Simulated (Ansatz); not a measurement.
Isolated molecules relaxed with PBE0-D4/def2-TZVP in Ansatz; ΔE leaves out vibrations. CCSD(T)/CBS is the MP2 limit (def2-TZVPP, def2-QZVPP) plus CCSD(T) − MP2 in def2-TZVPP, frozen cores. This one scheme is used for every species. DFT in def2-TZVPP. For Ge outer-core shells are correlated without core-valence functions, which leaves a few kJ/mol of doubt a bond. Scalar relativity is left out up to krypton. Each species was taken in one conformer, which may not be the lowest.

`[F][Ge]([F])([F])[c]1ccccc1` + H₂S → `Sc1ccccc1` + `[F][GeH]([F])[F]`  (substitution at a C–Ge bond)

`[F][Ge]([F])([F])[c]1ccccc1`:

```xyz
15

F     2.543   -2.376    0.019
Ge    1.870   -1.177    1.042
F     1.487   -2.014    2.488
F     3.144   -0.119    1.483
C     0.413   -0.259    0.228
C     0.157    1.069    0.561
C    -0.909    1.731   -0.027
C    -1.714    1.072   -0.944
C    -1.458   -0.249   -1.280
C    -0.394   -0.918   -0.697
H     0.791    1.589    1.271
H    -1.109    2.765    0.230
H    -2.547    1.593   -1.403
H    -2.085   -0.760   -2.001
H    -0.190   -1.948   -0.968
```

H₂S:

Z-matrix (Å, degrees):
```
S
H 1 1.341
H 1 1.341 2 92.3
```

`Sc1ccccc1`:

Cartesian coordinates in Å:
```
S 0.150 2.840 -0.069
C 0.081 1.084 -0.019
C 1.222 0.402 0.399
C 1.222 -0.981 0.457
C 0.091 -1.702 0.102
C -1.044 -1.022 -0.313
C -1.054 0.362 -0.375
H -1.106 3.035 -0.497
H 2.110 0.958 0.678
H 2.117 -1.499 0.783
H 0.094 -2.784 0.149
H -1.935 -1.572 -0.593
H -1.949 0.880 -0.702
```

`[F][GeH]([F])[F]`:

```xyz
5

F     1.518    0.643   -0.303
Ge   -0.055    0.023   -0.064
F    -0.569    0.589    1.462
F     0.112   -1.670    0.082
H    -1.006    0.416   -1.177
```

```csv
species,r2SCANh energy (Eh)
`[F][Ge]([F])([F])[c]1ccccc1`,-2608.23781
H₂S,-399.37239
`Sc1ccccc1`,-630.36003
`[F][GeH]([F])[F]`,-2377.23402
```

Problem. Work out ΔE.

Solution. ΔE = (-630.36003) + (-2377.23402) − (-2608.23781) − (-399.37239) = 0.01615 Eh = +42.4 kJ/mol. CCSD(T)/CBS gives +51.3 kJ/mol.

Largest T1 diagnostic among the species: 0.012.

The D4 term adds +3.7 kJ/mol with B3LYP and +2.5 kJ/mol with PBE0; it sums over pairs of atoms, weighted by their polarisabilities, and B3LYP, whose exchange is more repulsive, gets the larger term. From PBE to PBE0 (25 % exact exchange), in def2-TZVPP and without D4, ΔE moves by +3.9 kJ/mol. Leaving LDA and LC-ωPBE aside and taking each functional with its dispersion term where it has one, the values, not all of them listed here, spread over 13.1 kJ/mol, from revPBE-D4 to BHLYP-D4.

B3LYP here is the variant with VWN-RPA as its local correlation; programs differ in this.
